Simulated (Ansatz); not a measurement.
## BrH3Si3: where a starting geometry ends

The starting geometry of this gas-phase singlet was optimised with GFN2-xTB.

| atom | x (Å) | y (Å) | z (Å) |
| --- | --- | --- | --- |
| Br | 2.8503 | -0.3260 | -0.7663 |
| Si | -0.8550 | -0.1492 | -0.2501 |
| Si | 0.8709 | -1.6926 | -0.1369 |
| Si | 2.2790 | -3.3694 | 0.0377 |
| H | -1.0993 | 0.4038 | -1.5935 |
| H | -2.0403 | -0.9519 | 0.1325 |
| H | -0.7591 | 0.9841 | 0.6882 |

**Question.** Where would you expect an optimisation with BLYP-D3(BJ)/def2-SVP to take it?

**Answer.** A new bond forms, giving a structure with Br1 bridging Si4 and Si3, given below by its coordinates. Contacts that close: Br1–Si4 (3.20 → 2.48 Å).

The energy falls by 0.51 eV over 33 steps:

```csv
step,E − E(last) (eV)
1,0.511
5,0.343
8,0.340
12,0.339
15,0.337
19,0.301
22,0.152
26,0.029
29,0.002
33,0.000
```

Final geometry (Å):

```xyz
7

Br    2.8024   -0.4087   -0.3149
Si   -0.6798   -0.4152   -0.1800
Si    0.9825   -1.6946    1.0952
Si    1.3268   -2.2045   -1.1788
H    -0.6272   -0.4336   -1.7000
H    -2.0223   -0.9741    0.1970
H    -0.5360    1.0294    0.1933
```

Frequencies at the end are all real (lowest 87 cm⁻¹). Run with Ansatz 0.2.0, 2.8 min on 1 thread of AMD EPYC (Zen 3), with other jobs on the host.
